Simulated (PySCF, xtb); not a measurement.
SiF₂HI, SMILES F[SiH](F)I.

Harmonic wavenumbers (cm⁻¹) from GFN2-xTB (xtb) at its own minimum, in rising order: 150, 177, 258, 440, 618, 656, 866, 917, 2533.

Task: What does B3LYP-D3(BJ)/def2-SVP run with PySCF give at its own minimum? (Estimate from the structure and the level; the computed values follow.)

Result: 176, 205, 331, 399, 809, 821, 877, 977, 2321. Paired by order, the mean absolute difference is 89 cm⁻¹ and the zero-point energies are 9.5 and 9.9 kcal/mol.
